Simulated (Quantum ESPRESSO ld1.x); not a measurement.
Q: These are the eigenvalues of the occupied orbitals of an atom or ion with whole-number occupations (hartree). All-electron calculation, scalar-relativistic Kohn-Sham, rPW86 exchange with PBE correlation, spin-unpolarised, spherical densities, point nucleus. Program: ld1.x of Quantum ESPRESSO 7.5.

1s: -2400.94
2s: -411.271
2p: -361.125
3s: -94.4039
3p: -79.4180
3d: -61.7025
4s: -19.7422
4p: -14.8296
4d: -8.47786
5s: -3.28956
5p: -2.10707
4f: -1.48160
5d: -0.78612
6p: -0.52214

Which element is it, and in what charge state? The configuration may be excited.

A: Z = 72, hafnium, charge +2: Hf2+ in [Kr] 4d10 4f14 5s1 5p6 5d2 6p1. The list shows which subshells hold electrons but not how many an open one holds; the 1s level, -2400.9 hartree, gives Z - s = 69.3 by -(Z - s)^2/2, which with screening and relativity narrows Z to a few neighbours, and the depths of the outer levels then fix element, charge and occupations together.
